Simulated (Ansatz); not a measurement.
Q: Predict a relaxed structure of cis-NiBr2(PH3)2 (NiP2H6Br2), charge 0, singlet, at r2SCAN-D4/def2-SVP (Ansatz).

A: 
```xyz
11

Br   -0.676   -0.308    2.958
Br    2.316   -1.274    1.521
Ni    0.314   -0.301    0.856
P     1.255   -0.323   -1.046
P    -1.530    0.589    0.296
H     0.577    0.192   -2.198
H     1.639   -1.581   -1.574
H     2.476    0.382   -1.187
H    -1.885    1.812    0.918
H    -2.716   -0.152    0.523
H    -1.770    0.965   -1.066
```
Point group C2v (tolerance 0.1 Å). The metal has 4 neighbours: Br 2.32 Å, Br 2.32 Å, P 2.12 Å, P 2.12 Å. This is one stationary point.

The restricted singlet is unstable towards broken spin symmetry in Hartree–Fock (as tested in another run); at r2SCAN-D4/def2-SVP this wasn't settled. Another isomer (singlet) lies 0.30 eV lower at PBE0-D4/def2-TZVP; other spin states weren't run for this one.
